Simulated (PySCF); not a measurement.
## Al⁺ (aluminium, charge +1) across methods

[Ne] 3d2, high-spin 3F determinant (an excited configuration). All numbers are calculated (PySCF 2.14, no relativity, point nucleus, in aug-cc-pV(Q+d)Z with one added diffuse shell each of s, p, d, f, g type (8s7p6d4f3g, 114 functions)).

| method | E (hartree) | mean ε 2p α (eV) | mean ε 2p β (eV) | mean ε 3d α (eV) | Σ⟨r²⟩ (bohr²) | ⟨S²⟩ |
| --- | --- | --- | --- | --- | --- | --- |
| UHF | -240.79499 | -105.25 | -105.20 | -7.960 | 39.34 | 2.000 |
| r2SCAN | -241.2434 | -88.977 | -88.932 | -6.407 | 36.13 | 2.000 |
| M06 | -241.2791 | -92.558 | -92.519 | -6.799 | 37.51 | 2.000 |
| PBE | -241.1434 | -87.171 | -87.098 | -6.482 | 35.51 | 2.000 |
| r2SCAN0 | -241.2281 | -93.257 | -93.211 | -6.840 | 36.70 | 2.000 |
| PBE0 | -241.1539 | -91.975 | -91.906 | -6.929 | 36.23 | 2.000 |

Q: Estimate the same row for LDA.

A: E (hartree) = -240.2060; mean ε 2p α (eV) = -87.306; mean ε 2p β (eV) = -87.234; mean ε 3d α (eV) = -6.318; Σ⟨r²⟩ (bohr²) = 35.91; ⟨S²⟩ = 2.000.

The outer electron is Rydberg-like, and this basis confines it to a smaller radius and binds it less than a complete one would.
